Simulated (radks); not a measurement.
Species: the zinc ion Zn3+. Configuration: [Ar] 3d9. Calculated with a radial shooting solver on a logarithmic mesh with Libxc functionals: scalar-relativistic Kohn-Sham, r2SCAN, spin-polarised, spherical densities, finite nucleus; open shells are filled with parallel spins first; meta-GGA in the generalised Kohn-Sham scheme; Fermi nuclear charge, rms radius 3.9283 fm. Some entries of the table are withheld. Estimate them.

orbital,occ.,eigenvalue (eV),<r^2> (bohr^2),<r> (bohr)
1s down,1,-9596.887,0.003407,0.05032
1s up,1,-9596.883,0.003407,0.05032
2s up,1,-1212.308,0.06022,0.2259
2s down,1,-1211.416,0.06016,0.2258
2p up,3,-1054.583,0.04821,0.1983
2p down,3,-1053.913,0.04815,0.1982
3s up,1,(1),0.5279,0.6766
3s down,1,(2),0.5294,0.6775
3p up,3,-128.5061,(3),0.7055
3p down,3,-126.9041,(4),0.7070
3d up,5,-51.7516,0.8394,0.8128
3d down,4,-50.2027,0.8587,0.8208

Answer. 
(1) 3s up eigenvalue (eV): -176.1629
(2) 3s down eigenvalue (eV): -174.5513
(3) 3p up <r^2> (bohr^2): 0.5854
(4) 3p down <r^2> (bohr^2): 0.5881
